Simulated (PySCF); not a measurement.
**Ionisation energy of Er⁵³⁺ by level of theory**

Er⁵³⁺ [Ne] 3s2 3p3 [3p1/2^2 3p3/2^1, M_J = 3/2] → Er⁵⁴⁺ [Ne] 3s2 3p2 [3p1/2^2, M_J = 0], as a difference of total energies. Computed with PySCF 2.14 in an uncontracted even-tempered set (18 s from 15 bohr⁻², ratio 2.4; 14 p from 19 bohr⁻², ratio 2.4; 4 d from 67 bohr⁻², ratio 2.6; 4 f from 100 bohr⁻², ratio 2.6), with the two-component X2C-1e Hamiltonian. Correlated levels: 1s2 frozen; the 54 highest virtual spinors dropped. "Screened" scales the spin-orbit matrix elements by Boettger's factors to mimic the two-electron term; Breit and QED terms are absent.

```
                    method  ionisation energy (eV)
           GHF (spin-free)                  5068.0
          GMP2 (spin-free)                  5068.5
 GHF (screened spin-orbit)                  4980.8
GMP2 (screened spin-orbit)                  4981.3
```

Breit and QED terms and the two-electron picture change are absent.

The spin-free rows relax to the high-spin LS determinant and lack the spin-orbit shift.

The labels give the starting determinants; with spin-orbit coupling the two ends relaxed to ⟨J²⟩ = 3.75, ⟨L²⟩ = 2.54, ⟨S²⟩ = 1.51 and ⟨J²⟩ = 0.00, ⟨L²⟩ = 1.35, ⟨S²⟩ = 1.35.

For comparison: 4978 ± 5 eV (theoretical estimate listed by NIST; NIST Atomic Spectra Database, ionization energies).
